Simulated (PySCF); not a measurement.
r2SCAN on Ni (nickel, neutral), [Ar] 3d7 4s2 4p1, one real determinant (an excited configuration). Computed with PySCF 2.14 in STO-3G, with the non-relativistic Hamiltonian (point nucleus).

```
cycle= 1 E= -1491.29183340821  delta_E= -0.00136  |g|= 0.00381  |ddm|= 0.0794
cycle= 2 E= -1491.29191438811  delta_E= -8.1e-05  |g|= 0.00136  |ddm|= 0.03
cycle= 3 E= -1491.29192885989  delta_E= -1.45e-05  |g|= 0.000359  |ddm|= 0.0148
cycle= 4 E= -1491.29192997847  delta_E= -1.12e-06  |g|= 2.76e-06  |ddm|= 0.00546
cycle= 5 E= -1491.29192997853  delta_E= -6.55e-11  |g|= 2.33e-07  |ddm|= 4.26e-05
converged SCF energy = -1491.29192997853  <S^2> = 6.0002315  2S+1 = 5.0000926
```

Highest occupied orbital energy: 2.470 eV; ⟨L²⟩ = 13.94; populations by l: s 8.00, p 13.00, d 7.00.

Can this result be used?

Not for this state. The run converged. ⟨L²⟩ = 13.94 against 20 for a pure G term, so this real determinant mixes terms. At r2SCAN the highest occupied level has a positive energy, so only the finite basis holds that electron; for this excited configuration the basis is too tight for the outer shell.
